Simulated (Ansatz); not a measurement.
`NB[SiH](F)Cl` + `N=C=O` → `O=C=N[SiH](F)Cl` + `BN`  (cleavage of the Si–B bond)

Gas-phase electronic energies from Ansatz, PBE0-D4/def2-TZVP geometries. CBS: MP2 limit from def2 TZ/QZ plus the TZ coupled-cluster correction, frozen cores. This one scheme is used for every species. DFT in def2-TZVPP. HSE06 is defined as in plane-wave codes. One conformer a species, not always the lowest.

`NB[SiH](F)Cl`:

Cartesian coordinates in Å:
```
N -0.573 -1.059 1.097
B -0.775 -0.365 -0.081
Si 0.619 0.965 -0.646
F 1.747 1.048 0.495
Cl 1.543 0.320 -2.367
H -1.212 -1.756 1.445
H 0.233 -0.925 1.687
H -1.759 -0.584 -0.725
H 0.178 2.357 -0.904
```

`N=C=O`:

Cartesian coordinates in Å:
```
N 0.396 -0.566 -0.329
C -0.159 0.464 -0.031
O -0.645 1.505 0.134
H 0.408 -1.403 0.226
```

`O=C=N[SiH](F)Cl`:

Cartesian coordinates in Å:
```
O -2.344 1.840 -0.233
C -1.556 0.995 -0.146
N -0.778 0.087 -0.061
Si 0.735 -0.649 0.054
F 0.854 -1.307 1.487
Cl 2.212 0.728 -0.138
H 0.878 -1.694 -0.964
```

`BN`:

```xyz
6

B    -0.015    0.298   -0.614
N     0.016   -0.306    0.632
H    -0.887    1.082   -0.858
H     0.830    0.020   -1.415
H     0.718   -0.973    0.904
H    -0.662   -0.120    1.352
```

```
             level  ΔE (kJ/mol)  difference from CCSD(T)/CBS
       LDA (SPW92)        -97.4                         17.6
            PBE-D4        -94.4                         20.6
            B97M-V       -114.2                          0.8
          HSE06-D4       -104.5                         10.5
           ωB97M-V       -116.0                         -1.0
            revPBE        -93.8                         21.2
            r2SCAN       -111.6                          3.4
         CAM-B3LYP       -118.4                         -3.4
       HF/def2-SVP       -132.1                        -17.1
     CCSD/def2-SVP       -110.9                          4.1
  CCSD(T)/def2-SVP       -107.7                          7.3
     HF/def2-TZVPP       -139.8                        -24.8
    MP2/def2-TZVPP       -124.4                         -9.4
     HF/def2-QZVPP       -141.3                        -26.3
    MP2/def2-QZVPP       -124.7                         -9.7
SCS-MP2/def2-QZVPP       -124.8                         -9.8
       CCSD(T)/CBS       -115.0                            0
```

Largest T1 diagnostic among the species: 0.018.

In def2-TZVPP, CCSD(T) changes the Hartree–Fock value by +24.4 kJ/mol (the triples alone add +3.2 kJ/mol) and MP2 by +15.4 kJ/mol. From BLYP to BHLYP (50 % exact exchange), in def2-TZVPP and without D4, ΔE moves by −19.6 kJ/mol. Leaving LDA and LC-ωPBE aside and taking each functional with its dispersion term where it has one, the values, not all of them listed here, spread over 30.7 kJ/mol, from BHLYP-D4 to PBE-D4.

CCSD(T)/CBS has its own doubt, a few kJ/mol and more with outer-core shells, so smaller differences from it don't rank the levels.
